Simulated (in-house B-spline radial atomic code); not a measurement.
# Two electrons outside the [Ne] 3s2 3p6 core: the praseodymium ion Pr³⁹⁺

Computed with an all-electron radial atomic-structure program (B-spline basis): configuration interaction (CI) of the two valence electrons in the field of the frozen Dirac-Fock core, alone and with many-body perturbation theory for the core (screened one- and two-electron correlation potentials), Breit and QED terms; no-pair Dirac Hamiltonian, finite nucleus. Labels give the configuration (outer n counted up each series) and the leading LS term, or the jj pair where no LS term holds 70 %.

Command:
```bash
python run_mb.py task.json out
```
Settings (nuclear radius in fm, box in bohr, cutoff in hartree):
```
basis_form          3
Z                   59
core_configuration  [Ne] 3s2 3p6
rms_radius          4.8919
mass_number         141
speed_of_light      137.036
box_radius          2.195
lmax                6
intervals           56
virtual_cutoff      6962.0
```

Cost of the run: 81 s on 1 thread of Arm Neoverse V2, on a shared host.

Excitation energies (eV):

| level | purity of the LS term | CI alone | CI + MBPT + Breit + QED |
| --- | --- | --- | --- |
| 3d2 3F2 | 0.786 | 0 | 0 |
| 3d2 3P0 | 0.787 | 16.165 | 15.84 |
| 3d2 3F3 | 1.0 | 23.612 | 23.171 |
| 3d2 (3/2,5/2)2 | 0.478 (3P) | 31.855 | 30.969 |
| 3d2 (3/2,5/2)4 | 0.525 (1G) | 33.602 | 32.593 |
| 3d2 3P1 | 1.0 | 34.753 | 34.014 |
| 3d2 (5/2,5/2)4 | 0.527 (3F) | ? | ? |
| 3d2 (5/2,5/2)2 | 0.499 (3P) | ? | ? |
| 3d2 1S0 | 0.785 | 78.189 | 76.921 |

Question: Where does 3d2 (5/2,5/2)2 lie?

Answer: 59.356 eV in CI alone and 57.993 eV with all corrections.

Question: Where does 3d2 (5/2,5/2)4 lie?

Answer: 54.47 eV in CI alone and 53.275 eV with all corrections.

Question: What is the first ionisation energy?

Answer: 2839 eV to the 3d3/2 state of the next ion (2835.2 eV from CI alone). NIST lists 2838 ± 4 eV (tabulated theory).
